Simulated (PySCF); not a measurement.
**Calculated NMR parameters of F/C=C1\C[C@H](C(F)(F)F)[SiH2]1**

```
Formula                               : C5H6F4Si
SMILES                                : F/C=C1\C[C@H](C(F)(F)F)[SiH2]1
Point group of the computed structure : C1
Degrees of unsaturation               : 2
Carbon signals                        : 5
Proton signals                        : 6
```

Structure with atom numbers: `[F:1]/[CH:2]=[C:3]1\[CH2:4][C@H:5]([C:6]([F:7])([F:8])[F:9])[SiH2:10]1`; H(Xn) means a hydrogen on atom n. Ha(C4), Ha(Si10) are cis to C6 on the ring; Hb(C4), Hb(Si10) are trans to C6 on the ring.

PySCF 2.14.0 with density-fitted response routines calculation with GIAO PBE0/pcSseg-1 shieldings and coordinates at the GFN2-xTB level; one computed conformer, gas phase, non-relativistic Hamiltonian, one averaged value for each set of equivalent atoms.

Chemical shifts δ = σref − σ; TMS for ¹H (σ = 31.72 ppm), ¹³C (σ = 186.93 ppm), ²⁹Si (σ = 349.16 ppm); ¹⁹F (σ = 170.95 ppm) vs CFCl3, all at this level.

| carbon | δC, type | δH (multiplicity) | HMBC from (2–3 bonds) | span of the C tensor (ppm) |
| --- | --- | --- | --- | --- |
| C2 | 162.5, CH | 6.60 (m) | Ha(Si10), Hb(Si10), Ha(C4), Hb(C4) | 155 |
| C3 | 116.0, C | – | H(C2), Ha(Si10), Hb(Si10), Ha(C4), Hb(C4), H(C5) | 165 |
| C4 | 29.3, CH2 | Ha(C4) 3.29 (m); Hb(C4) 3.27 (m) | H(C2), Ha(Si10), Hb(Si10), H(C5) | 24 |
| C5 | 29.5, CH | 2.46 (m) | Ha(Si10), Hb(Si10), Ha(C4), Hb(C4) | 31 |
| C6 | 138.8, C | – | Ha(Si10), Hb(Si10), Ha(C4), Hb(C4), H(C5) | 20 |

Other nuclei:
```
   atoms  nucleus                                                environment  δ (ppm)  σ (ppm)
Ha(Si10)       ¹H  hydrogen on a silicon bonded to 2 C, in a 4-membered ring     5.28    26.44
Hb(Si10)       ¹H  hydrogen on a silicon bonded to 2 C, in a 4-membered ring     5.17    26.55
F7/F8/F9      ¹⁹F                                    fluorine of a CF3 group    -81.6    252.5
      F1      ¹⁹F                                           vinylic fluorine    -82.8    253.7
    Si10     ²⁹Si           silicon bonded to 2 C, 2 H, in a 4-membered ring    -38.3    387.4
```

- Carbon types of the structure: 2 × C, 2 × CH, 1 × CH2, leaving 2 H on heteroatoms.
- δC 162.5: alkene CH; as expected for a trigonal carbon in a double bond.
- δC 138.8: CF3 carbon; 3 electronegative neighbours deshield it.
- δC 116.0: fully substituted alkene carbon; as expected for a trigonal carbon in a double bond.
- δC 29.3: allylic sp3 CH2; a saturated carbon with 2 carbon neighbours and no heteroatom attached.
- δH 6.60: hydrogen on an alkene CH; attached to an sp2 carbon and in the plane of the double bond.

Splittings by ¹⁹F in the carbon and heteronuclear signals aren't shown, as no couplings were computed. Shifts are as computed. Against solution values, carbons near 30 ppm lie about +3 ppm off and those near 130 ppm about +5 ppm. Of 1309 compounds with measured shifts, 239 miss one by over three times the rms of a fit or turn the order of signals round; such compounds aren't used in these exercises. Unscaled 19F shifts against computed CFCl3 carry errors that often reach 10 to 50 ppm. Multiplicities follow the n + 1 count of equivalent neighbours, as no J values were calculated; m marks all less simple cases, F and P coupling included.
